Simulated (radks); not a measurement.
Q: These are the eigenvalues of the occupied orbitals of an atom or ion with whole-number occupations (Ry). Method: Dirac Kohn-Sham, revPBE, spin-unpolarised, spherical densities, finite nucleus; Fermi nuclear charge, rms radius of each element as measured or else 0.836 A^(1/3) + 0.57 fm; computed with a radial shooting solver on a logarithmic mesh with Libxc functionals.

| orbital | eigenvalue |
|---|---|
| 1s1/2 | -6461.864 |
| 2s1/2 | -1154.795 |
| 2p1/2 | -1109.421 |
| 2p3/2 | -948.5221 |
| 3s1/2 | -277.1175 |
| 3p1/2 | -256.5358 |
| 3p3/2 | -220.6364 |
| 3d3/2 | -186.6451 |
| 3d5/2 | -179.0045 |
| 4s1/2 | -62.67113 |
| 4p1/2 | -53.74202 |
| 4p3/2 | -44.95610 |
| 4d3/2 | -30.37278 |
| 4d5/2 | -28.73261 |
| 5s1/2 | -10.47020 |
| 4f5/2 | -9.85739 |
| 4f7/2 | -9.48763 |
| 5p1/2 | -7.42330 |
| 5p3/2 | -5.78380 |
| 5d3/2 | -1.58747 |
| 5d5/2 | -1.39835 |
| 6s1/2 | -0.81999 |
| 6p1/2 | -0.28797 |

Which element is it, and in what charge state? The configuration may be excited. Open shells, if any, fill j = l - 1/2 first.

A: Z = 82, lead, charge 0: Pb in [Hg] 6p2. The list shows which subshells hold electrons but not how many an open one holds; the 1s level, -3230.9 hartree, gives Z - s = 80.4 by -(Z - s)^2/2, which with screening and relativity narrows Z to a few neighbours, and the depths of the outer levels then fix element, charge and occupations together.
